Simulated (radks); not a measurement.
Question: Radial electron density D(r) = 4 pi r^2 rho(r) of an atom or ion with 21 electrons. All-electron calculation, scalar-relativistic Kohn-Sham, MS2 meta-GGA, spin-polarised, spherical densities, finite nucleus; meta-GGA in the generalised Kohn-Sham scheme; Fermi nuclear charge, rms radius of each element as measured or else 0.836 A^(1/3) + 0.57 fm. Program: a radial shooting solver on a logarithmic mesh with Libxc functionals.

r (bohr)  D(r) (e/bohr)  spin D(r)
0.003415         0.9700   0.000444
0.003913          1.241   0.000567
0.004447          1.561   0.000713
0.005095          1.984   0.000905
0.005837          2.512    0.00114
0.006634          3.123    0.00142
0.007601          3.914    0.00178
0.008708          4.877    0.00220
0.009897          5.959    0.00268
0.01134           7.316    0.00328
0.01299           8.901    0.00396
0.01476           10.60    0.00467
0.01692           12.62    0.00549
0.01938           14.82    0.00634
0.02203           17.01    0.00711
0.02524           19.35    0.00783
0.02891           21.58    0.00834
0.03286           23.44    0.00852
0.03765           25.00    0.00825
0.04313           25.94    0.00740
0.04902           26.17    0.00598
0.05616           25.66    0.00383
0.06434           24.46    0.00120
0.07313           22.93   -0.00137
0.08378           21.22   -0.00358
0.09599           19.91   -0.00441
0.1091            19.44   -0.00298
0.125             20.03    0.00189
0.1432            21.71     0.0111
0.1628            23.97     0.0243
0.1865            26.38     0.0435
0.2136            27.92     0.0687
0.2428            27.84     0.0996
0.2782            25.78      0.143
0.3187            21.90      0.205
0.3622            17.34      0.287
0.415             12.71      0.412
0.4754            9.388      0.575
0.5404            7.980      0.755
0.6191            8.142      0.954
0.7093            9.215       1.13
0.8061            10.14       1.24
0.9236            10.27       1.28
1.058             9.284       1.24
1.203             7.583       1.15
1.378             5.494       1.03
1.579             3.636      0.943
1.794             2.354      0.881
2.055             1.498      0.824
2.355             1.024      0.759
2.676            0.7674      0.673
3.066            0.5732      0.547
3.513            0.4032      0.397
3.993            0.2608      0.260
4.574            0.1424      0.142
5.241           0.06576     0.0657
5.957           0.02666     0.0267
6.824          0.008234    0.00823
7.819          0.001975    0.00198
8.886         0.0003985   0.000399

What is the nuclear charge?

Answer: Z = 22. The innermost maximum, from 1s, lies near gamma/Z bohr with gamma = sqrt(1 - (Z/c)^2) = 0.987, here 0.0449 bohr (found: 0.0479), and its height grows with Z. The density is that of the titanium ion Ti+ in [Ar] 3d2 4s1; the configuration itself is not fixed sharply by these data, and Z only to about a unit. D(r) has 3 maxima, at r = 0.0479, 0.226, 0.880 bohr, and minima at 0.109, 0.567 bohr, inside which lie 2.14, 10.41 electrons.
